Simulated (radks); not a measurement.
The holmium ion Ho+ inside a hard spherical wall (all orbitals vanish at R), configuration held at [Xe] 4f11 6s1 and not refilled when levels cross. Calculated with a radial shooting solver on a logarithmic mesh with Libxc functionals: scalar-relativistic Kohn-Sham, LDA (Slater exchange, Perdew-Wang correlation), spin-unpolarised, spherical densities, finite nucleus; Fermi nuclear charge, rms radius 5.2022 fm. Eigenvalues in eV, with the zero of energy where the potential of the charges vanishes at infinity; a dash marks a level that is unbound or too diffuse for the functional's potential to be trusted. A positive occupied level is held by the wall or, in an anion where self-interaction has pushed it up, behind a barrier. The pressure on the wall is -dE/dV.

R (bohr)	E (hartree)	kinetic (hartree)	e(5s)	e(5p)	e(4f)	e(6s)	e(5d, empty)	e(6p, empty)	pressure (GPa)
free	-12606.8484	13628.117	-57.181	-32.644	-9.954	-9.221	-7.038	-5.594	0
15	-12606.8484	13628.117	-57.180	-32.644	-9.954	-9.221	-7.038	-5.593	< 0.0001
12	-12606.8484	13628.117	-57.179	-32.643	-9.952	-9.220	-7.036	-5.583	0.000327
10	-12606.8482	13628.120	-57.165	-32.629	-9.938	-9.205	-7.022	-5.515	0.00711
8	-12606.8454	13628.145	-57.048	-32.515	-9.823	-9.064	-6.900	-5.101	0.136
7	-12606.8383	13628.194	-56.854	-32.327	-9.630	-8.767	-6.681	-4.418	0.571
5	-12606.7444	13628.653	-55.600	-31.139	-8.321	-5.700	-4.952	1.003	11.6
3.5	-12606.0904	13631.541	-51.302	-26.932	-3.295	9.879	2.133	23.044	223
3	-12605.1200	13635.752	-46.816	-22.109	2.200	27.606	9.758	45.406	794
2.5	-12602.3775	13646.922	-36.918	-10.689	13.939	67.097	26.559	91.974	3420
2	-12593.3993	13679.845	-10.933	20.359	40.523	164.70	68.791	200.79	18700
